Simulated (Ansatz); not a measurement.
Reactions of `CCC(N)O`.

Gas-phase electronic energies from Ansatz, PBE0-D4/def2-TZVP geometries. CBS: MP2 limit from def2 TZ/QZ plus the TZ coupled-cluster correction, frozen cores. This one scheme is used for every species. DFT in def2-TZVPP. One conformer a species, not always the lowest.

| reaction | r2SCAN-D4 (kJ/mol) | ωB97X-V (kJ/mol) | PBE0-D4 (kJ/mol) | CCSD/CBS(def2) (kJ/mol) |
| --- | --- | --- | --- | --- |
| `CCC(N)O` + H₂ → `CC(N)O` + CH₄ | -71 | -69 | -70 | -72 |
| `CCC(N)O` → `CNCOC` | 83 | 80 | 83 | 89 |
| `CCC(N)O` + silanol → `NC(O)O[SiH3]` + ethane | -1 | 0 | 2 | 9 |
| `CCC(N)O` + H₂O → `NC(O)CO` + CH₄ | 25 | 25 | 30 | 36 |
| `CCC(N)O` + H–F → `CCC(N)F` + H₂O | -26 | -24 | -20 | -18 |

**Question.** Give the CCSD(T)/CBS values in the same order. (Estimate.)

**Answer.** The calculation gave: -68, 89, 9, 36, -17 kJ/mol.

Largest T1 diagnostic: 0.011, for `NC(O)O[SiH3]`.
